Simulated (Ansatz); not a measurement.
`[CH3][Ge]([OH])[Cl]` radical. Total charge 0; spin multiplicity 2. Geometry: relaxed with PBE0-D4/def2-TZVP. It is one conformer, not always the lowest.

```xyz
8

C    -0.041   -0.357    1.191
Ge    0.262   -0.460   -0.741
O     0.911    1.136   -1.184
Cl   -1.663   -0.667   -1.752
H     0.911   -0.193    1.695
H    -0.709    0.488    1.368
H    -0.500   -1.279    1.544
H     0.828    1.332   -2.121
```

(1) What is the dipole moment at ωB97M-V/def2-TZVPP? (An estimate is asked.)

(2) And with PBE, r2SCAN, B3LYP? (Estimate.)

(3) Give the Mulliken charges with ωB97M-V, PBE, B3LYP in def2-TZVPP. (Estimate.)

Answers

(1) Ansatz gave: 1.46 D, with components (1.13, -0.40, 0.83) D in this frame, pointing from negative to positive charge.

(2) Computed: PBE 1.34 D, r2SCAN 1.41 D, B3LYP 1.42 D.

(3) The calculation gave: 
| atom | ωB97M-V | PBE | B3LYP |
| --- | --- | --- | --- |
| C1 | -0.42 | -0.35 | -0.36 |
| Ge2 | 0.53 | 0.47 | 0.55 |
| O3 | -0.40 | -0.36 | -0.40 |
| Cl4 | -0.31 | -0.31 | -0.33 |
| H5 | 0.14 | 0.12 | 0.12 |
| H6 | 0.15 | 0.13 | 0.13 |
| H7 | 0.14 | 0.12 | 0.12 |
| H8 | 0.17 | 0.18 | 0.18 |

B3LYP here is the variant with VWN-RPA as its local correlation; programs differ in this.
